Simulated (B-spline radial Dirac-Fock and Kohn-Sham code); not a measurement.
# K-line shifts caused by a second vacancy in Co³⁺

System: Co³⁺, [Ar] 3d6.

Method: relaxed Dirac-Fock hole states (ΔSCF) with Breit and QED corrections and a finite nucleus. Computed with a radial B-spline solver. Each two-hole energy is an average over J within one jj subconfiguration, not an observable level; in light atoms, where LS coupling holds, the j-resolved values are not observed lines, and for a K spectator the Kα1 hypersatellite is nearly forbidden. Electron correlation is not included.

Lines without a spectator: Kα2 (K-L2) 6913.6 eV, Kα1 (K-L3) 6928.0 eV, Kβ3 (K-M2) 7647.7 eV, Kβ1 (K-M3) 7649.6 eV. Shifts in eV with one spectator hole (a dash: not computed, or left out as unreliable):

```
spectator hole     Kα2     Kα1    Kβ3    Kβ1
    L2 (2p1/2)  +26.42   +32.4      –  +73.6
    L3 (2p3/2)   +30.0  +28.79  +71.1      –
    M2 (3p1/2)       –   +2.45  +5.94  +7.60
    M3 (3p3/2)   +2.23       –  +7.21  +6.77
```

Task: Where does the K-L3 hypersatellite lie, emitted when both K electrons are missing?

Result: +286.3 eV from the normal line, at 7214.4 eV. Removing both K electrons costs 15918.1 eV, which is 385.8 eV more than twice the K binding energy. In light atoms the observed hypersatellite is the ¹S₀ → ¹P₁ component, which lies below this average, and the triplet component is nearly forbidden.

With n spectator holes in 2p, averaged over the 2p shell (energies in eV):

```
n    KαLⁿ   step  hypersatellite KαʰLⁿ
0  6923.2      –                7208.7
1  6953.1  +29.9                7239.9
2  6984.1  +31.0                7272.1
3  7016.3  +32.1                7305.5
4  7049.6  +33.3                7340.0
5  7084.0  +34.5                7375.7
```
